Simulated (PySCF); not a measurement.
I₂, SMILES II (connectivity only; charge and spin as stated), charge -1, multiplicity 2.

Geometry optimised at PBE-D3(BJ)/def2-TZVPD. The def2 effective core potentials stand for the cores of I; spin–orbit coupling is left out.

These are PySCF with PBE-D3(BJ)/def2-TZVPD values and carry that method's errors.

Frequencies are harmonic and unscaled.

```json
[
 {"mode": "1", "ν (cm⁻¹)": "92", "IR (km/mol)": "0.0", "moving atoms (share of kinetic energy)": "I 100 %"}
]
```
